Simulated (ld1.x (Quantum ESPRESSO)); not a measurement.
## P: one change to a TM potential, before and after

```json
{
  "Element": "phosphorus",
  "Generator": "ld1.x (Quantum ESPRESSO) 7.5",
  "Type": "norm-conserving Troullier–Martins (Kleinman–Bylander form)",
  "Functional": "PBE",
  "Relativity": "non-relativistic",
  "Frozen core": "[Ne]",
  "Valence charge": "5",
  "Reference configuration": "3s2 3p2.5 (charge +0.5)",
  "Partial waves": "3s (bound): rc 1.75 bohr; 3p (bound): rc 2.00 bohr",
  "Local potential": "all-electron potential smoothed inside 1.35 bohr (lloc = -1)",
  "Core correction": "Bessel-smoothed model core inside 1.65 bohr"
}
```

All-electron outer shells of the reference configuration (PBE, non-relativistic, ld1.x):

```json
{"shell": "3s", "level (eV)": "-18.35", "outermost node (bohr)": "0.66", "outermost maximum (bohr)": "1.58"}
{"shell": "3p", "level (eV)": "-9.68", "outermost node (bohr)": "0.64", "outermost maximum (bohr)": "1.79"}
```

Change: all radii but the core radius scaled by about 1.37 (s 2.40, p 2.74 bohr); local potential all-electron potential smoothed inside 1.86 bohr (lloc = -1).

Cutoffs: the cutoffs (Ry, on a coarse ladder) from which the occupation-weighted sum of valence levels, in a spherical-Bessel basis at the reference potential, stays within 10 and 1 mRy of its value at 400 Ry; they do not see the model core or the augmentation charge, which bear on the density cutoff. Errors are all-electron minus pseudo energies relative to the spin-unpolarised reference configuration.

What does the change do?

The potential gets softer (18 Ry and 45 Ry → 12 Ry and 25 Ry); of the 7 tests that both files solve, the error grows in 6 and shrinks in 1 by more than 15 % and 0.3 meV (median size 2.6 → 20.3 meV); neither file shows a bound ghost. A larger radius leaves more room for a smooth pseudo-wave, so fewer plane waves are needed.

| quantity | base | changed |
| --- | --- | --- |
| cutoff, loose | 18 Ry | 12 Ry |
| cutoff, tight | 45 Ry | 25 Ry |
| loose cutoff by channel (10 mRy a level) | s 15 Ry, p 8 Ry | s 10 Ry, p 8 Ry |
| bound ghosts | none | none |
| error for 3s2 3p3, meV [ΔE -3.78 eV] | +0.7 | +1.0 |
| error for 3s2 3p2, meV [ΔE 5.96 eV] | +1.2 | +2.0 |
| error for 3s2 3p1, meV [ΔE 25.12 eV] | +16 | +30 |
| error for 3s0 3p5, meV [ΔE 13.24 eV] | -11 | -68 |
| error for 3s1 3p0, meV [ΔE 106.75 eV] | +171 | +141 |
| error for 3s1 3p3, meV [ΔE 14.99 eV] | -0.6 | -20 |
| error for 3s1 3p4, meV [ΔE 4.67 eV] | -2.6 | -16 |
